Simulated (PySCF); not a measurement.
Chlorine: a sound run and one with changed settings

Sound run: Cl⁺ [Ne] 3s2 3p4, Cl²⁺ [Ne] 3s2 3p3. Calculation: PySCF 2.14, in 6-31G* (4s3p1d, 18 functions); no relativity, point nucleus. In the sound run the correlated levels freeze [Ne]. The sound run starts from symmetry-adapted Hartree-Fock orbitals and uses a fine grid where one is needed.

Changed run: a valence shell is frozen. This setting is unsound on purpose.

```tsv
species	method	sound run (hartree)	changed run (hartree)	converged
Cl⁺	MP2	-459.09745	-459.05351	yes
Cl⁺	CCSD(T)	-459.11733	-459.06226	yes
Cl²⁺	MP2	-458.25727	-458.20362	yes
Cl²⁺	CCSD(T)	-458.27692	-458.20888	yes
```

Ionisation energy of Cl⁺:

| method | sound run (eV) | changed run (eV) |
| --- | --- | --- |
| UHF | 22.497 | 22.497 |
| MP2 | 22.863 | 23.127 |
| SCS-MP2 | 22.888 | 23.277 |
| CCSD | 22.859 | 23.217 |
| CCSD(T) | 22.869 | 23.222 |

Freezing a valence shell removes pair correlation that changes on ionisation.

For comparison, NIST gives 23.814 eV between the lowest levels.
